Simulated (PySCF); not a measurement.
Relaxation of quartet MoCl3

Method: PySCF, UPBE0, basis Mo def2-TZVP with ECP28, Cl def2-TZVP (scalar-relativistic core potentials, no spin–orbit coupling, density fitting). A (50,194) grid was used.

A hand-made trigonal planar start, of D3h symmetry, held to at least that symmetry:

```xyz
4
charge 0 multiplicity 4, angstrom
Mo    0.0000    0.0000    0.0000
Cl    2.3700    0.0000    0.0000
Cl   -1.1850    2.0525    0.0000
Cl   -1.1850   -2.0525    0.0000
```

**Question.** What does it relax to?

**Answer.** It ends at D3h with Mo–Cl 2.236 Å (×3); Cl–Mo–Cl 120.0° (×3). A frequency run shows a minimum.

**Question.** How much energy is released, and in how many steps?

**Answer.** 41.1 kJ/mol in 4 steps.

Other spin states or occupations of the open shell can lie lower.

The relaxation took 24 s on 4 threads of a shared Arm Neoverse V1 host, with 151 basis functions and 5 gradients; the process peaked at 0.86 GiB. Launch command: `OMP_NUM_THREADS=4 python axn.py task.json out`.
